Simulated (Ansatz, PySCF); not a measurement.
B(Cl)(Et)(NH2) (C2H7BClN), SMILES CCB(N)Cl.

Geometry: PBE-D3(BJ)/def2-SVP. The structure was generated by enumeration, and PubChem lists no compound with its InChIKey, so it may never have been made. One conformer was computed; it need not be the lowest.

Vertical ionisation energy (IE) and electron affinity (EA) in eV. Rows of orbital energies are one-electron estimates. Where ΔSCF, EOM or ADC give a negative EA the extra electron is unbound and the value depends on the basis.

```tsv
level	IE	EA
−ε(HOMO), −ε(LUMO), HF/def2-TZVP (PySCF)	11.52	-3.13
−ε(HOMO), −ε(LUMO), PBE/def2-TZVP (PySCF)	6.81	0.35
ΔSCF, PBE0/def2-SVPD (Ansatz), final states of multiplicity 2 and 2	10.40	-1.10
ΔSCF, PBE/def2-SVPD (Ansatz), final states of multiplicity 2 and 2	9.94	-0.95
```

Question: What vertical singlet–triplet gap does ΔSCF give with PBE0/def2-SVPD (Ansatz, a quantum-chemistry and plane-wave program) and with PBE/def2-SVPD (Ansatz)? (Estimate from the structure and the level; the computed values follow.)

Answer: 6.44 and 6.15 eV (triplet above singlet where positive).
